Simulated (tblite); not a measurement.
Write Cartesian coordinates for `[C@@]12(C[C@@H]([C@H]2C=O)[CH]1)C` [radical] as optimised with GFN2-xTB. (Doublet state.)

```
atom  x, y, z in Å
C1    -1.5110    0.9480    0.8029
C2    -0.4504   -0.0494    0.4560
C3     0.2796   -1.0256    1.3359
C4     0.9249   -1.2590   -0.0101
C5    -0.4974   -1.1708   -0.6063
C6     0.9996    0.2836   -0.0949
C7     1.0681    0.9937   -1.4027
O8     1.1317    0.4991   -2.4955
H9    -1.1688    1.6083    1.5978
H10   -2.4028    0.4266    1.1452
H11   -1.7729    1.5473   -0.0670
H12    0.7656   -0.8340    2.2781
H13    1.7086   -1.9545   -0.2760
H14   -0.5826   -0.8793   -1.6480
H15   -1.1563   -2.0040   -0.3770
H16    1.6440    0.7859    0.6297
H17    1.0130    2.0960   -1.2780
```

Any rigid rotation of these coordinates is as good. Atoms count from 1 in this order. Of the pairs four or more bonds apart, C7···H14 is among the closest relative to their van der Waals radii: 2.51 Å, 87 % of the sum of Bondi's values. The 4-membered ring C2–C5–C4–C6 has internal angles of 74.2° to 88.1°; it is puckered, 0.31 Å rms from its mean plane, widest ring torsion 44°. C7 (carbon bonded to C, O and H) is planar (angles 127.2°, 120.9° and 111.9°, sum 360.0°, 0.01 Å off the plane of its three neighbours). The 4-membered ring C2–C3–C4–C6 has internal angles of 74.2° to 85.1° (sum 321°, against 360° for a flat polygon); it is puckered, 0.32 Å rms from its mean plane, widest ring torsion 46°.

Bonds between heavy atoms (Å): C1–C2 1.497, C2–C3 1.503, C3–C4 1.511, C4–C5 1.545, C4–C6 1.547, C6–C7 1.490, C7=O8 1.201, C2–C5 1.545, C2–C6 1.586.

Computed geometry: GFN2-xTB, gas phase. This method treats the open shell by occupation alone, without spin polarisation.

Point group: C1 (no symmetry element, even within 0.4 Å). Its GFN2-xTB frequencies are all real (lowest 75 cm⁻¹). Torsions: C4–C6–C7–O8 -3°.

One conformer stands for the species.
